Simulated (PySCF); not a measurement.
**Polarisability and C₆ of V (vanadium, neutral)**

[Ar] 3d3 4s2, high-spin 4F determinant. Calculation: PySCF 2.14, in aug-cc-pV5Z (10s9p7d5f4g3h2i, 202 functions); the non-relativistic Hamiltonian (point nucleus). Coupled (time-dependent) response in atomic units; α is the mean over directions.

| method | mean α (bohr³) | C₆ (like pair) | S(−4) |
| --- | --- | --- | --- |
| M06-2X | 84.02 | 861.2 | 3695 |

S(−4) is the Cauchy moment in α(ω) = α(0) + S(−4) ω² + …

Reference α: 87 ± 10 bohr³ (recommended; Schwerdtfeger and Nagle, table of static dipole polarizabilities (2023 update)). Published C₆: 832.0 (Chu and Dalgarno (2004); Tang, Norbeck and Certain (1976)).

α(iu) at M06-2X:

```json
{"u (hartree)": "0", "α(iu) (bohr³)": "84.02"}
{"u (hartree)": "0.0500", "α(iu) (bohr³)": "75.78"}
{"u (hartree)": "0.100", "α(iu) (bohr³)": "59.08"}
{"u (hartree)": "0.200", "α(iu) (bohr³)": "32.92"}
{"u (hartree)": "0.300", "α(iu) (bohr³)": "20.08"}
{"u (hartree)": "0.500", "α(iu) (bohr³)": "10.01"}
{"u (hartree)": "0.750", "α(iu) (bohr³)": "5.752"}
{"u (hartree)": "1.00", "α(iu) (bohr³)": "3.918"}
{"u (hartree)": "1.50", "α(iu) (bohr³)": "2.287"}
{"u (hartree)": "2.00", "α(iu) (bohr³)": "1.541"}
{"u (hartree)": "3.00", "α(iu) (bohr³)": "0.8507"}
{"u (hartree)": "5.00", "α(iu) (bohr³)": "0.3778"}
```
